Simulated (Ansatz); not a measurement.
Two structures of GaH3S, closed shell, reached by relaxing down either side of one saddle point (PBE0-D4/def2-TZVP). Energies are electronic, without zero-point energy. Computed with Ansatz 0.2.0 (basis: def2-TZVPP and def2-QZVPP); correlated methods freeze the cores. Filled d shells of the heavier atoms are correlated. The def2 sets are not built for correlating such inner shells, so the correlated values are less sure here. Extrapolation: Hartree–Fock as exp(−7.88 √X), correlation as X^−2.97. First:

Ga1  (-0.323, -0.516, 0.293)
S2  (-0.094, 1.329, -0.881)
H3  (0.961, -1.168, 0.894)
H4  (-1.785, -1.037, 0.435)
H5  (1.240, 1.392, -0.742)
(Å)

Second:

```
5
angstrom
Ga -1.1344 -0.4316 1.5297
S 0.3171 0.7698 -0.5876
H 0.9436 -0.3368 -1.0141
H -1.5648 -1.3034 0.1450
H 1.4386 1.3021 -0.0730
```

(1) Which bonds change from the first to the second?

(2) Give the saddle point's structure and its height above each. (An estimate is asked for; the value comes from the calculation.)

No T1 diagnostic of these runs exceeds 0.017. The restricted Hartree–Fock reference is unstable towards an unrestricted one at one or more of these structures.

Answers

(1) GaH₃S ([SH][GaH2]) → GaH + H₂S; bonds formed: S2–H3; bonds broken: Ga1–S2, Ga1–H3.

(2) Computed: 2.517 eV above the first and 0.980 eV above the second (CCSD(T) at an estimated basis limit (MP2 extrapolated from triple and quadruple zeta, plus CCSD(T) − MP2 in triple zeta)).
Ga1  (-0.465, -0.820, 0.808)
S2  (0.303, 0.790, -1.024)
H3  (0.952, -0.482, 0.055)
H4  (-1.998, -0.913, 0.425)
H5  (1.209, 1.425, -0.264)
(Å)

Labels in which every atom is bracketed show which atoms are joined, not bond orders.

For scale, one of the runs: CCSD(T)/def2-TZVPP, 132 basis functions, launched by `ansatz run in.yaml --threads 2 --pin off --events-out ev --progress --plain --max-ram 4352MiB`. Time: 12 s of wall clock on 2 CPU threads of an Arm Neoverse V2; the host was shared. Peak host memory: 0.62 GiB.
